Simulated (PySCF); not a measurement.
LiCl, SMILES [Li][Cl]. Geometry optimised at PBE0-D3(BJ)/def2-TZVPD.

Computed equilibrium geometry at PBE0-D3(BJ)/def2-TZVPD (PySCF confirms it by a frequency run) as a Z-matrix, and its point group:
point group C∞v.
```
Cl
Li 1 2.0200
```
